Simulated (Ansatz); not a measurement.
K17, relaxed as a doublet with UKS PBE/def2-SVP in Ansatz, starting from packed atoms. Force threshold 0.03 eV/Å.

Single mean-field runs in def2-SVP are fitted with def2-universal-jkfit. Another isomer (doublet) lies 0.52 eV lower at PBE0/def2-TZVP; other spin states weren't run for this one.

Start:

```
atom   x (Å)   y (Å)   z (Å)
  K1   7.852  -2.500  -2.961
  K2   0.227   1.773   1.910
  K3  -3.438  -1.911  -3.333
  K4   0.138  -1.281  -0.896
  K5   4.310   1.222   2.516
  K6   3.933  -2.928  -1.376
  K7  -4.511  -1.346   3.215
  K8   0.405   4.600   5.206
  K9  -0.634  -4.228  -5.014
 K10  -6.868   2.916   1.139
 K11  -0.477  -1.991   3.659
 K12   1.746  -1.176  -4.408
 K13  -3.079   3.795   3.072
 K14   7.159   0.744  -0.138
 K15  -6.526  -0.083  -1.643
 K16   2.868   1.418  -1.130
 K17  -3.104   0.976   0.181
```

Problem. Estimate the energy that the relaxation releases and the steps that it takes.

Solution. 166.1 kJ/mol, in 27 steps; 3 min on 2 threads of AMD EPYC 7R13 on a shared host and a share (18 GiB) of an NVIDIA H100 80GB HBM3. The force fell under the threshold at step 24, but the optimiser went on and released 0.105 eV more. No frequencies were taken in this run, so the end may be a saddle point.

Problem. Does the start keep its bonding and symmetry?

Solution. Bonds lost: K6–K12 (atoms count from 1). Bonds formed: K1–K12, K1–K16, K3–K12, K4–K7, K5–K6, K5–K8, K5–K11, K6–K9 (atoms count from 1). Metal–metal contacts that move far: K13–K17 4.04 to 5.07 Å, K4–K16 3.85 to 4.86 Å, K3–K9 4.01 to 4.88 Å, K5–K14 3.92 to 4.79 Å, K5–K16 3.93 to 4.74 Å, K4–K9 5.12 to 4.51 Å.

Problem. Predict the relaxed structure.

Solution. 
Cartesian coordinates in Å:
```
K 5.445 -1.176 -4.214
K 0.451 2.863 1.356
K -3.213 -2.382 -3.259
K -0.152 -1.317 -0.151
K 3.902 0.511 2.928
K 3.821 -2.738 -0.108
K -4.227 -1.223 1.518
K 1.077 2.846 5.790
K 1.016 -4.775 -2.802
K -6.597 3.100 0.916
K -0.415 -1.007 4.050
K 0.965 -0.653 -4.402
K -3.095 2.591 3.660
K 7.409 -0.072 -0.280
K -6.911 -0.200 -1.989
K 3.397 1.646 -1.644
K -2.874 1.986 -1.368
```
Bond lengths (bridged metal pairs left out): 44 × K–K 4.22 to 4.86 Å.
